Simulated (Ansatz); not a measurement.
Computed with B3LYP-D3(BJ)/def2-TZVP run with Ansatz (an electronic-structure program). No frequencies were computed at this level.

Ansatz 0.2 input:
```yaml
crystal:
  periodic: [false, false, false]
  atoms:
    - { symbol: C, position_ang: [-1.05788, 0.001899, -0.531989] }
    - { symbol: C, position_ang: [0.231703, 0.191913, -0.362317] }
    - { symbol: C, position_ang: [1.454323, -0.057229, -0.112412] }
    - { symbol: O, position_ang: [2.609337, -0.05967, 0.076063] }
    - { symbol: H, position_ang: [-1.531196, -0.965827, -0.40862] }
    - { symbol: H, position_ang: [-1.708258, 0.819986, -0.80613] }
basis:
  gaussian: { orbitals: def2-tzvp }
hamiltonian:
  xc: b3lyp
  dispersion: d3bj
relax:
  max_steps: 150
```

Output:

```
Functional definition: B3LYP
779 factors; their error is unknown
mean field evaluation 1: about -5184.6278 eV, gradient 5.2e1 eV
mean field evaluation 2: about -5182.7541 eV, gradient 5.9e1 eV
mean field evaluation 4: about -5190.2132 eV, gradient 3.4e0 eV
mean field evaluation 8: about -5190.2442 eV, gradient 1.6e-2 eV
mean field evaluation 16: about -5190.2499 eV, gradient 3.4e-5 eV
mean field -5190.24994994 eV, -190.7381675827 hartree, gradient 3.4e-5 eV, S^2 0.000000; 0 other end points of the search recorded, 0 dependent functions left out
reference -5190.25016529 eV, -190.7381754966 hartree; 14, 14 occupied and 122, 122 virtual orbitals, 779 factors
relax step   1: F+E_penalty+E_count = -5190.40260520 eV  Δ(F+E_penalty+E_count) = +0.000e0 eV  max|allowed force component| = 7.859e-1 eV/Å  Δτ_max = 0.0000 Å  (29 SCF iters, accepted)
these checks for a lower state are left out or cut short: starts, cluster_reference, orbital_swaps, neighbouring_geometries, increment
779 factors; their error is unknown
mean field -5190.26154885 eV, -190.7385938344 hartree, gradient 1.9e-5 eV, S^2 0.000000; 0 other end points of the search recorded, 0 dependent functions left out
reference -5190.26176462 eV, -190.7386017640 hartree; 14, 14 occupied and 122, 122 virtual orbitals, 779 factors
relax step   2: F+E_penalty+E_count = -5190.41390003 eV  Δ(F+E_penalty+E_count) = -1.129e-2 eV  max|allowed force component| = 2.728e-1 eV/Å  Δτ_max = 0.0152 Å  (35 SCF iters, accepted)
these checks for a lower state are left out or cut short: starts, cluster_reference, orbital_swaps, neighbouring_geometries, increment
779 factors; their error is unknown
mean field -5190.26857061 eV, -190.7388518795 hartree, gradient 1.8e-5 eV, S^2 0.000000; 0 other end points of the search recorded, 0 dependent functions left out
reference -5190.26878663 eV, -190.7388598180 hartree; 14, 14 occupied and 122, 122 virtual orbitals, 779 factors
relax step   3: F+E_penalty+E_count = -5190.42085986 eV  Δ(F+E_penalty+E_count) = -6.960e-3 eV  max|allowed force component| = 1.686e-1 eV/Å  Δτ_max = 0.0270 Å  (34 SCF iters, accepted)
these checks for a lower state are left out or cut short: starts, cluster_reference, orbital_swaps, neighbouring_geometries, increment
779 factors; their error is unknown
mean field evaluation 32: about -5190.2226 eV, gradient 4.3e0 eV
mean field -5190.26577953 eV, -190.7387493092 hartree, gradient 2.3e-5 eV, S^2 0.000000; 0 other end points of the search recorded, 0 dependent functions left out
reference -5190.26599561 eV, -190.7387572501 hartree; 14, 14 occupied and 122, 122 virtual orbitals, 779 factors
relax step   4: F+E_penalty+E_count = -5190.41821971 eV  Δ(F+E_penalty+E_count) = +2.640e-3 eV  max|allowed force component| = 3.425e-1 eV/Å  Δτ_max = 0.0315 Å  (34 SCF iters, rejected (line search))
these checks for a lower state are left out or cut short: starts, cluster_reference, orbital_swaps, neighbouring_geometries, increment
779 factors; their error is unknown
mean field -5190.27091168 eV, -190.7389379121 hartree, gradient 2.0e-5 eV, S^2 0.000000; 0 other end points of the search recorded, 0 dependent functions left out
reference -5190.27112754 eV, -190.7389458450 hartree; 14, 14 occupied and 122, 122 virtual orbitals, 779 factors
relax step   5: F+E_penalty+E_count = -5190.42334545 eV  Δ(F+E_penalty+E_count) = -2.486e-3 eV  max|allowed force component| = 7.161e-2 eV/Å  Δτ_max = 0.0151 Å  (34 SCF iters, accepted)
these checks for a lower state are left out or cut short: starts, cluster_reference, orbital_swaps, neighbouring_geometries, increment
779 factors; their error is unknown
mean field -5190.27256077 eV, -190.7389985152 hartree, gradient 1.9e-5 eV, S^2 0.000000; 0 other end points of the search recorded, 0 dependent functions left out
reference -5190.27277679 eV, -190.7390064536 hartree; 14, 14 occupied and 122, 122 virtual orbitals, 779 factors
relax step   6: F+E_penalty+E_count = -5190.42526089 eV  Δ(F+E_penalty+E_count) = -1.915e-3 eV  max|allowed force component| = 7.094e-2 eV/Å  Δτ_max = 0.0257 Å  (33 SCF iters, accepted)
these checks for a lower state are left out or cut short: starts, cluster_reference, orbital_swaps, neighbouring_geometries, increment
779 factors; their error is unknown
mean field -5190.27419361 eV, -190.7390585211 hartree, gradient 2.1e-5 eV, S^2 0.000000; 0 other end points of the search recorded, 0 dependent functions left out
reference -5190.27441010 eV, -190.7390664770 hartree; 14, 14 occupied and 122, 122 virtual orbitals, 779 factors
relax step   7: F+E_penalty+E_count = -5190.42722944 eV  Δ(F+E_penalty+E_count) = -1.969e-3 eV  max|allowed force component| = 2.534e-2 eV/Å  Δτ_max = 0.0388 Å  (33 SCF iters, accepted)
these checks for a lower state are left out or cut short: starts, cluster_reference, orbital_swaps, neighbouring_geometries, increment
779 factors; their error is unknown
mean field evaluation 64: about -5190.2741 eV, gradient 5.4e-3 eV
mean field -5190.27414834 eV, -190.7390568574 hartree, gradient 2.1e-5 eV, S^2 0.000000; 0 other end points of the search recorded, 0 dependent functions left out
reference -5190.27436523 eV, -190.7390648277 hartree; 14, 14 occupied and 122, 122 virtual orbitals, 779 factors
relax step   8: F+E_penalty+E_count = -5190.42765250 eV  Δ(F+E_penalty+E_count) = -4.231e-4 eV  max|allowed force component| = 5.189e-2 eV/Å  Δτ_max = 0.0423 Å  (33 SCF iters, accepted)
these checks for a lower state are left out or cut short: starts, cluster_reference, orbital_swaps, neighbouring_geometries, increment
779 factors; their error is unknown
mean field -5190.27445486 eV, -190.7390681216 hartree, gradient 2.0e-5 eV, S^2 0.000000; 0 other end points of the search recorded, 0 dependent functions left out
reference -5190.27467166 eV, -190.7390760890 hartree; 14, 14 occupied and 122, 122 virtual orbitals, 779 factors
relax step   9: F+E_penalty+E_count = -5190.42785407 eV  Δ(F+E_penalty+E_count) = -2.016e-4 eV  max|allowed force component| = 3.278e-3 eV/Å  Δτ_max = 0.0118 Å  (34 SCF iters, accepted)
779 factors; their error is unknown
mean field evaluation 96: about -5190.2745 eV, gradient 8.5e-5 eV
mean field -5190.27445486 eV, -190.7390681216 hartree, gradient 2.0e-5 eV, S^2 0.000000; 1 other end points of the search recorded, 0 dependent functions left out
reference -5190.27467166 eV, -190.7390760890 hartree; 14, 14 occupied and 122, 122 virtual orbitals, 779 factors
Total energy: -5190.42807088 eV, -190.7447134063 hartree
Atom 0 at    -1.044331     0.023648    -0.534179 Å, force    -0.003089     0.003278    -0.000421 eV/Å
Atom 1 at     0.231570     0.330230    -0.390251 Å, force     0.000281    -0.001958    -0.001011 eV/Å
Atom 2 at     1.440767    -0.034223    -0.119067 Å, force     0.000394     0.001031     0.000864 eV/Å
Atom 3 at     2.578603    -0.177425     0.094849 Å, force    -0.000594     0.000068    -0.000287 eV/Å
Atom 4 at    -1.427262    -0.984816    -0.387773 Å, force     0.000429    -0.001147    -0.000018 eV/Å
Atom 5 at    -1.781318     0.773658    -0.808983 Å, force     0.002578    -0.001271     0.000872 eV/Å
Dipole moment:    -0.506176    -0.118633    -0.057607 e Å
```

Cost: around 23 core-seconds (rough).
